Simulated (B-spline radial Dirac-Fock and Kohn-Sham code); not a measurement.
X-ray lines that fill the M4 vacancy in La³⁺

System: lanthanum as La³⁺, [Kr] 4d10 5s2 5p6, inside a Watson sphere of charge -3 and radius 1.6 Å (a model of the Madelung potential; inside it an electron's potential energy is raised by 27.0 eV).

Input file task.json (cfg lists n, l and occupation; rrms is the nuclear radius in fm):

```json
{"items": [{
  "Z": 57,
  "q": 3,
  "cfg": [[1, 0, 2], [2, 0, 2], [2, 1, 6], [3, 0, 2], [3, 1, 6], [3, 2, 10], [4, 0, 2], [4, 1, 6], [4, 2, 10], [5, 0, 2], [5, 1, 6]],
  "A": 139,
  "rrms": 4.855,
  "watson": [-3, 1.6],
  "do": ["binding", "quiet", "decay"],
  "holes": ["K", "L1", "L2", "L3", "M1", "M2", "M3", "M4", "M5", "N1", "N2", "N3", "N4", "N5"]
}]}
```

Command: `python xray_run.py task.json out`

Level of theory: one-electron (LDA, Dirac) transition rates at Dirac-Fock energies; a radial B-spline solver.

| line | multipole | energy (eV) | rate (s⁻¹) | share (%) |
| --- | --- | --- | --- | --- |
| M4-N2 | E1 | 629.2 | 5.09e+11 | 73.9 |
| M4-N3 | E1 | 646.5 | 7.78e+10 | 11.3 |
| M4-N4 | E2 | 748.4 | 5.72e+08 | 0.0831 |
| M4-N5 | E2 | 751.3 | 2.38e+08 | 0.0345 |
| M4-O2 | E1 | 836.7 | 8.74e+10 | 12.7 |
| M4-O3 | E1 | 839.4 | 1.33e+10 | 1.94 |

The listed lines hold 100.0 % of the radiative rate. The radiative width is 0.000453 eV in the length form and 0.000481 eV in the velocity form; the two differ because the transition energies are not eigenvalue differences of the potential that gave the orbitals.

Values without a named source are computed, but for edge energies of neutral atoms, which are taken from tables.
